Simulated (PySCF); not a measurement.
Frontier orbitals and the lowest excitations

Species: C₂H₉ClSSi₃.
Atom-mapped SMILES: `[CH2:1]=[CH:2][Si@@H:3]([Cl:4])[SiH2:5][S:6][SiH3:7]` (hydrogens: H8, H9 on C1; H10 on C2; H11 on Si3; H12, H13 on Si5; H14, H15, H16 on Si7)

Computed with PySCF, TDDFT CAM-B3LYP/def2-SVPD, vertical, gas phase, core orbitals frozen in the response. The structure is a single GFN2-xTB conformer in the gas phase; no vibrational or solvent corrections. Torsions of this conformer, `[CH2:1]=[CH:2][Si@@H:3]([Cl:4])[SiH2:5][S:6][SiH3:7]`: C1–C2–Si3–Cl4 -154°, C2–Si3–Si5–S6 61°, Si3–Si5–S6–Si7 167°.

Kohn–Sham orbitals with the atoms that hold most of them (Löwdin shares over 4%, at most four atoms; ? is withheld):

```
orbital  ε (eV)                             atoms
 LUMO+2    0.78  Si3 21%, Si5 20%, Si7 12%, S6 9%
 LUMO+1    0.33   C1 28%, C2 26%, Si3 12%, Si5 6%
   LUMO   -0.03                                 ?
   HOMO       ?                                 ?
 HOMO-1   -9.30  C2 19%, C1 17%, Si3 13%, Si5 13%
 HOMO-2   -9.85    S6 22%, C2 21%, C1 16%, Si3 9%
 HOMO-3  -10.03   S6 39%, Cl4 14%, Si5 12%, C2 7%
```

**Question.** Give the leading atoms of the LUMO.

**Answer.** Si5 (bonded to S, Si and 2 H) 18%; Si3 (bonded to C, Cl, Si and H) 18%; S6 (bonded to 2 Si) 13%; Cl4 (bonded to Si) 11%. By element: silicon 36% or more, sulfur 13%, chlorine 11%.

**Question.** Which atoms hold the HOMO, and with what shares?

**Answer.** S6 (bonded to 2 Si) 69%; Si5 (bonded to S, Si and 2 H) 9%; Si7 (bonded to S and 3 H) 9%. By element: sulfur 69%, silicon 18% or more.

**Question.** What is the HOMO energy, and the HOMO–LUMO gap?

**Answer.** ε(HOMO) = -8.62 eV; the gap is 8.60 eV (0.3160 hartree).

**Question.** The HOMO–LUMO gap is 8.60 eV. Where does the response calculation put the lowest singlet, and from which orbitals?

**Answer.** S1 is at 5.49 eV (f = 0.0062), 3.11 eV below the gap, made of HOMO→LUMO (92%). Without the coupling terms of the response equations the lowest excitation would equal the gap.

**Question.** One configuration dominates each of S1 and S2. Which, and how do the shares of the two leading atoms of either orbital change from the occupied to the empty one?

**Answer.** 
- S1 (5.49 eV, f 0.0062), HOMO→LUMO (92%): S6 69% → 13%, Si5 9% → 18%, Si3 at most 4% → 18%
- S2 (6.20 eV, f 0.028), HOMO-1→LUMO (83%): C2 19% → at most 12%, C1 17% → at most 12%, Si5 13% → 18%, Si3 13% → 18%
